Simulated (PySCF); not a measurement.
Sn(nBu)(Cl)3 (C₄H₉Cl₃Sn), SMILES CCC[CH2][Sn]([Cl])([Cl])[Cl].

Coordinates come from a B3LYP-D3(BJ)/def2-SVP optimisation. The isomer is the one that the SMILES or the coordinates give; other isomers of the formula were not compared. The def2 effective core potentials stand for the cores of Sn; spin–orbit coupling is left out. Other conformers were not sampled.

Computed with PySCF 2.14.0 with TDDFT-ωB97X/def2-SVP.

Vertical excitations. Isolated molecule, no solvent.

Computed UV-visible absorptions:
| state | energy (eV) | λ (nm) | f | main pairs |
|---|---|---|---|---|
| S1 | 5.96 | 208 | 0.001 | HOMO−1→LUMO 92 % |
| S2 | 6.04 | 205 | 0.184 | HOMO→LUMO 82 % |
| S3 | 6.13 | 202 | 0.014 | HOMO−2→LUMO 71 %, HOMO−4→LUMO 13 % |
| S4 | 6.16 | 201 | 0.028 | HOMO−3→LUMO 71 % |
| S5 | 6.37 | 195 | 0.029 | HOMO−4→LUMO 65 %, HOMO−5→LUMO 11 %, HOMO−2→LUMO 10 % |
| S6 | 6.38 | 194 | 0.028 | HOMO−5→LUMO 69 % |
| S7 | 7.29 | 170 | 0.139 | HOMO−8→LUMO 41 %, HOMO−6→LUMO 20 %, HOMO→LUMO 11 %, HOMO−7→LUMO 10 % |
| S8 | 7.93 | 156 | 0.066 | HOMO→LUMO+1 84 % |
| S9 | 7.97 | 156 | 0.102 | HOMO−7→LUMO 29 %, HOMO−11→LUMO 21 %, HOMO−1→LUMO+1 20 %, HOMO−8→LUMO 7 % |
| S10 | 8.07 | 154 | 0.078 | HOMO−10→LUMO 40 %, HOMO−1→LUMO+2 18 %, HOMO−9→LUMO 8 %, HOMO−11→LUMO 7 % |
| T1 | 4.99 | 248 | 0 | HOMO→LUMO 92 % |
| T2 | 5.54 | 224 | 0 | HOMO−1→LUMO 86 % |
| T3 | 5.60 | 222 | 0 | HOMO−2→LUMO 73 %, HOMO−3→LUMO 13 % |
| T4 | 5.62 | 221 | 0 | HOMO−3→LUMO 75 %, HOMO−2→LUMO 13 % |
Triplets are in the Tamm–Dancoff approximation, which puts them higher than full response would, so one can lie above its singlet here.
